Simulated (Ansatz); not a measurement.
Ansatz (an electronic-structure program) input file for Sb₂, SMILES [Sb]#[Sb], B3LYP-D3(BJ)/def2-TZVP. 

Ansatz 0.2 input:
```yaml
crystal:
  periodic: [false, false, false]
  atoms:
    - {symbol: Sb, position_ang: [0.00000000, 0.00000000, -1.26731117]}
    - {symbol: Sb, position_ang: [0.00000000, 0.00000000, 1.26731117]}
basis:
  gaussian:
    orbitals: def2-TZVP
hamiltonian:
  xc: b3lyp
  dispersion: d3bj
relax: {f_tol: 0.002, max_steps: 200}
```

Program output:

```
Functional definition: B3LYP
integrals: 0.03 GiB planned
872 factors; their error is unknown
mean field: 0.30 GiB planned
mean field evaluation 1: about -13079.8043 eV, gradient 1.2e1 eV
mean field evaluation 2: about -13079.7529 eV, gradient 1.5e1 eV
mean field evaluation 4: about -13080.1540 eV, gradient 5.0e-2 eV
mean field evaluation 8: about -13080.4439 eV, gradient 1.5e-2 eV
mean field -13080.44389421 eV, -480.6974468690 hartree, gradient 2.5e-5 eV, S^2 0.000000; 0 other end points of the search recorded, 0 dependent functions left out
the calculation of the forces begins
reference -13080.44406467 eV, -480.6974531331 hartree; 23, 23 occupied and 77, 77 virtual orbitals, 872 factors
relax step   1: F+E_penalty+E_count = -13080.57171482 eV  Δ(F+E_penalty+E_count) = +0.000e0 eV  max|allowed force component| = 7.770e-1 eV/Å  Δτ_max = 0.0000 Å  (28 SCF iters, accepted)
these checks for a lower state are left out or cut short: starts, cluster_reference, orbital_swaps, neighbouring_geometries, increment
integrals: 0.03 GiB planned
872 factors; their error is unknown
mean field: 0.30 GiB planned
mean field evaluation 16: about -13080.0923 eV, gradient 1.2e1 eV
mean field -13080.41763453 eV, -480.6964818435 hartree, gradient 8.9e-6 eV, S^2 0.000000; 0 other end points of the search recorded, 0 dependent functions left out
the calculation of the forces begins
reference -13080.41780457 eV, -480.6964880924 hartree; 23, 23 occupied and 77, 77 virtual orbitals, 872 factors
relax step   2: F+E_penalty+E_count = -13080.54596665 eV  Δ(F+E_penalty+E_count) = +2.575e-2 eV  max|allowed force component| = 1.383e0 eV/Å  Δτ_max = 0.0568 Å  (32 SCF iters, rejected (line search))
these checks for a lower state are left out or cut short: starts, cluster_reference, orbital_swaps, neighbouring_geometries, increment
integrals: 0.03 GiB planned
872 factors; their error is unknown
mean field: 0.30 GiB planned
mean field -13080.46213741 eV, -480.6981172941 hartree, gradient 1.2e-5 eV, S^2 0.000000; 0 other end points of the search recorded, 0 dependent functions left out
the calculation of the forces begins
reference -13080.46230765 eV, -480.6981235503 hartree; 23, 23 occupied and 77, 77 virtual orbitals, 872 factors
relax step   3: F+E_penalty+E_count = -13080.59020478 eV  Δ(F+E_penalty+E_count) = -1.849e-2 eV  max|allowed force component| = 8.199e-2 eV/Å  Δτ_max = 0.0256 Å  (32 SCF iters, accepted)
these checks for a lower state are left out or cut short: starts, cluster_reference, orbital_swaps, neighbouring_geometries, increment
integrals: 0.03 GiB planned
872 factors; their error is unknown
mean field: 0.30 GiB planned
mean field evaluation 32: about -13080.1707 eV, gradient 7.0e-1 eV
mean field -13080.46234123 eV, -480.6981247843 hartree, gradient 2.0e-5 eV, S^2 0.000000; 0 other end points of the search recorded, 0 dependent functions left out
the calculation of the forces begins
reference -13080.46251148 eV, -480.6981310411 hartree; 23, 23 occupied and 77, 77 virtual orbitals, 872 factors
relax step   4: F+E_penalty+E_count = -13080.59038626 eV  Δ(F+E_penalty+E_count) = -1.815e-4 eV  max|allowed force component| = 7.409e-3 eV/Å  Δτ_max = 0.0024 Å  (32 SCF iters, accepted)
these checks for a lower state are left out or cut short: starts, cluster_reference, orbital_swaps, neighbouring_geometries, increment
integrals: 0.03 GiB planned
872 factors; their error is unknown
mean field: 0.30 GiB planned
mean field -13080.46233957 eV, -480.6981247234 hartree, gradient 2.0e-5 eV, S^2 0.000000; 0 other end points of the search recorded, 0 dependent functions left out
the calculation of the forces begins
reference -13080.46250983 eV, -480.6981309802 hartree; 23, 23 occupied and 77, 77 virtual orbitals, 872 factors
relax step   5: F+E_penalty+E_count = -13080.59038740 eV  Δ(F+E_penalty+E_count) = -1.142e-6 eV  max|allowed force component| = 3.641e-3 eV/Å  Δτ_max = 0.0003 Å  (33 SCF iters, accepted)
these checks for a lower state are left out or cut short: starts, cluster_reference, orbital_swaps, neighbouring_geometries, increment
integrals: 0.03 GiB planned
872 factors; their error is unknown
mean field: 0.30 GiB planned
mean field -13080.46234086 eV, -480.6981247707 hartree, gradient 2.0e-5 eV, S^2 0.000000; 0 other end points of the search recorded, 0 dependent functions left out
the calculation of the forces begins
reference -13080.46251111 eV, -480.6981310275 hartree; 23, 23 occupied and 77, 77 virtual orbitals, 872 factors
relax step   6: F+E_penalty+E_count = -13080.59038777 eV  Δ(F+E_penalty+E_count) = -3.648e-7 eV  max|allowed force component| = 2.782e-6 eV/Å  Δτ_max = 0.0001 Å  (32 SCF iters, accepted)
integrals: 0.03 GiB planned
872 factors; their error is unknown
mean field: 0.30 GiB planned
mean field evaluation 64: about -13079.7424 eV, gradient 1.6e1 eV
mean field -13080.46234086 eV, -480.6981247707 hartree, gradient 2.0e-5 eV, S^2 0.000000; 1 other end points of the search recorded, 0 dependent functions left out
the calculation of the forces begins
reference -13080.46251111 eV, -480.6981310275 hartree; 23, 23 occupied and 77, 77 virtual orbitals, 872 factors
Total energy: -13080.59055802 eV, -480.7028366646 hartree
Atom 0 at    -0.000000    -0.000000    -1.243972 Å, force     0.000000    -0.000000     0.000003 eV/Å
Atom 1 at     0.000000     0.000000     1.243972 Å, force    -0.000000     0.000000    -0.000003 eV/Å
Dipole moment:     0.000000     0.000000    -0.000000 e Å
```

Self-consistency was reached.

Cost: about 17 core-seconds (a rough figure).
